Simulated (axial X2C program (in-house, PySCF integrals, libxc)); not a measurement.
Which molecule gave these maps?

PBE0 fields computed with an axial X2C code built on PySCF integrals, 2c, near the equilibrium distance, one atom at z = 0.

The maps cover the half plane through the axis: z from -2.4 to 4.5 Å along the bond, ρ from 0.15 to 2.25 Å away from it (steps of 0.3 Å, the bottom row nearest the axis).

log10 of the density in e/bohr³:

digits 0 to 9 span -5.44 to 1.93 evenly
```
111222222222222222111000
112233333333332222221100
122333444443333333322110
223344455444444444333211
233445555555445554443221
234455666665555665543321
334456677766566666554322
334456789876566776654322
```

Electron localisation function (collinear form, no current term, damped to 0 at low density):

digits 0 to 9 span 0.00 to 1.00 evenly
```
000000000000000000000000
000012211000000000000000
001344332210001111100000
013555433221112344321000
036664333322235677653100
157764345432367888875200
367764565642378789986310
378754634362487218986410
```

Axial spin density in 10⁻³ e/bohr³:

digits 0 to 9 span -3.76 to 3.76 evenly, values beyond are clipped
```
544455555555555555555555
444455555555555555555555
444445555555566666555555
444445566666789998655555
444444577666899999865555
444434565545999999965544
444323648742799999965444
444212609060199999954444
```

Question: Which molecule is it?
A. PbN⁺
B. NaTe⁻
C. TaN⁺
D. BeAg

Answer: A. PbN⁺, with Pb at z = 0 and N at z = 2.232 Å, state Ω = 1 (⟨Sz⟩ = 1.06, ⟨Lz⟩ = -0.06 at PBE0), basis Pb dyall-cv3z [12s14p10d7f1g], N dyall-av3z [7s7p3d2f] (cores contracted in-house). Occupations by symmetry block were frozen at the best pattern of an incomplete PBE0 search. Density functionals use the spin component along the axis (collinear). With several unpaired electrons one determinant need not be a pure state. Open-shell Ω = 0 determinants with evenly filled partner blocks cannot be reached by this program, so the Ω shown need not be the lowest component. This is the Ω = 1 component of a π² triplet; the 0⁺ component is not one determinant and can lie lowest. The determinant is spin-polarised beyond a pure state at some levels (its spin-free form has ⟨S²⟩ too high), which makes Re and μ there less reliable. Other states lie close and PBE0, whose exact exchange favours high spin, may order them wrongly; the determinant shown need not be the ground state. The nearest other 2c determinant of the search, Ω = 2, lies 0.54 eV up at the distance of the search.
